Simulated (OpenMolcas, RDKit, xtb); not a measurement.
# C2H6FIn (SMILES C[CH](F)[InH2]): methods side by side

C2H6FIn has 10 atoms, charge 0, and is taken as a singlet. As SMILES, `C[CH](F)[InH2]`. The coordinates come from a PBE0-D4/def2-TZVP relaxation.

Quantity: the HOMO–LUMO gap, in eV. The values are calculated.

```json
{"level": "extended Hückel", "kind": "semi-empirical", "program": "RDKit", "value (eV)": "6.36"}
{"level": "GFN2-xTB", "kind": "semi-empirical", "program": "xtb", "value (eV)": "3.84"}
{"level": "HF/def2-SVP (core potential)", "kind": "Hartree–Fock", "program": "OpenMolcas", "value (eV)": "10.76"}
{"level": "SVWN5/def2-SVP (core potential)", "kind": "LDA", "program": "OpenMolcas", "value (eV)": "3.12"}
{"level": "PBE/def2-SVP (core potential)", "kind": "GGA", "program": "OpenMolcas", "value (eV)": "3.25"}
{"level": "TPSS/def2-SVP (core potential)", "kind": "meta-GGA", "program": "OpenMolcas", "value (eV)": "3.53"}
{"level": "M06-2X/def2-SVP (core potential)", "kind": "hybrid meta-GGA", "program": "OpenMolcas", "value (eV)": "6.82"}
{"level": "B2PLYP/def2-SVP (core potential)", "kind": "double hybrid", "program": "OpenMolcas", "value (eV)": "7.25"}
```

The values span 3.12 to 10.76 eV. Orbital gaps aren't excitation energies, and those of double hybrids come from the SCF part alone; they tend to grow with the share of exact exchange.
